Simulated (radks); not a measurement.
Results of a calculation; reference values are marked as such.
Task: Coherent X-ray form factor from a spherical all-electron density. Level of theory: scalar-relativistic Kohn-Sham, LDA (Slater exchange, Perdew-Wang correlation), spin-polarised, spherical densities, point nucleus (a radial shooting solver on a logarithmic mesh with Libxc functionals).

sin(theta)/lambda (1/angstrom),f0 (electrons)
0.05,76.915
0.1,74.069
0.15,70.287
0.2,66.236
0.25,62.269
0.3,58.531
0.4,51.883
0.5,46.289
0.6,41.557
0.8,33.893
1,27.888
1.25,22.306
1.5,18.590
2,14.525

The species is in the configuration that NIST lists as its ground one. Which atom or ion scatters so?

Result: Neutral platinum, [Xe] 4f14 5d9 6s1. Extrapolating in s^2 from the first two rows gives f0(0) = 77.9, near the electron count 78; among species with that count, the fall with angle is slower the higher Z, and the table is that of Z = 78; from so few rows the species is fixed only to a neighbour or two.
